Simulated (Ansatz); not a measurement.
## A basis-limit estimate, worked out

An elementary step of Si2NH8Cl, closed shell (Si₂NH₇ ([NH2][SiH2][SiH3]) + HCl → SiNH₄Cl ([NH2][SiH2][Cl]) + SiH₄; Si–Si, H–Cl broken or loosened, Si–Cl, Si–H formed or tightened). “Start” and “end” are the PBE0-D4/def2-TZVP structures reached by relaxing down either side of its saddle point, with the molecules still in contact.

Program: Ansatz 0.2.0. Basis: def2-TZVPP and def2-QZVPP. Cores are frozen in the correlated methods.

Energies in eV:

| quantity | end | start |
| --- | --- | --- |
| Hartree–Fock, triple zeta (X = 3) | -29840.12942 | -29838.69303 |
| Hartree–Fock, quadruple zeta (X = 4) | -29841.06764 | -29839.62150 |
| MP2 correlation, X = 3 | -18.45294 | -18.61697 |
| MP2 correlation, X = 4 | -19.95824 | -20.11240 |
| CCSD(T) correlation, X = 3 | -21.00947 | -21.26964 |

(1) Work out the step energy at the basis limit: extrapolate Hartree–Fock as E(X) = E∞ + A exp(−7.88 √X) and the MP2 correlation as E(X) = E∞ + B X^−2.97 (the exponents that Neese and Valeev fitted for def2-TZVPP and QZVPP), then add CCSD(T) − MP2 in triple zeta.

T1 diagnostic: at most 0.014.

## Answers

(1) Each step is linear, so take the differences first (end − start): Hartree–Fock -1.43639 (X = 3) and -1.44614 (X = 4); MP2 correlation 0.16403 and 0.15416; CCSD(T) correlation 0.26017.
Two points give E∞ = E(4) + w [E(4) − E(3)], with w = 1/(exp(7.88 (2 − √3)) − 1) = 0.1377 for Hartree–Fock and w = 1/((4/3)^2.97 − 1) = 0.7407 for the correlation.
Hartree–Fock: -1.44614 + 0.1377 × (-0.00975) = -1.4475 eV.
MP2 correlation: 0.15416 + 0.7407 × (-0.00987) = 0.1468 eV.
CCSD(T) − MP2: 0.26017 − 0.16403 = 0.0961 eV.
Sum: -1.4475 + 0.1468 + 0.0961 = -1.2046 eV, or -27.78 kcal/mol. Plain CCSD(T) in triple zeta gives -1.1762 eV, so the larger basis shifts the result by -0.0284 eV.

Labels in which every atom is bracketed show which atoms are joined, not bond orders.

For scale, one of the runs: CCSD(T)/def2-TZVPP, 269 basis functions, launched by `ansatz run in.yaml --threads 4 --pin off --events-out ev --progress --plain --max-ram 9574MiB`. Time: 2.7 min of wall clock on 4 CPU threads of an Arm Neoverse V1; the host was shared. Peak host memory: 6.3 GiB.
